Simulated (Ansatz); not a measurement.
## Ligand exchange: C2H5CdCl + Si(CH3)2(OH)(SiH3) → C2H6CdO + Si(CH3)2(SiH3)Cl

Species: C2H5CdCl `C[CH2][Cd][Cl]`, singlet; Si(CH3)2(OH)(SiH3), singlet; C2H6CdO `C[CH2][Cd][OH]`, singlet; Si(CH3)2(SiH3)Cl, singlet. The partners trade Cl for OH: Cd–Cl and Si–OH bonds give way to Cd–OH and Si–Cl.

Shapes, held fixed at every level: PBE0-D4/def2-TZVP. Flexible molecules stand in one conformer, not always the lowest. Programs: Ansatz 0.2.0. Electronic energies: no zero-point or thermal term.

Problem. Estimate ΔE of this reaction.

Solution. The highest level, CCSD(T)/def2-TZVPP, gives ΔE = +104.2 kJ/mol; the levels span +92.6 to +137.8. The column of differences is taken from that level and isn't an error. No measured value is set beside it here. For atoms past krypton def2 sets carry core potentials with scalar relativity. Outer-core shells of Cd are correlated in most correlated rows, in sets that cover them unevenly.

| level | kind | ΔE (kJ/mol) | less CCSD(T)/def2-TZVPP |
| --- | --- | --- | --- |
| HF/def2-TZVPP | Hartree–Fock | +137.8 | +33.6 |
| PBE-D4/def2-TZVPP | GGA | +92.6 | -11.6 |
| r2SCAN-D4/def2-TZVPP | meta-GGA | +103.5 | -0.7 |
| B3LYP-D4/def2-TZVPP | global hybrid | +104.8 | +0.6 |
| MP2/def2-TZVPP | perturbation theory | +98.9 | -5.3 |
| CCSD/def2-TZVPP | coupled cluster or CI | +109.2 | +5.0 |
| CCSD(T)/def2-TZVPP | coupled cluster or CI | +104.2 | 0.0 |
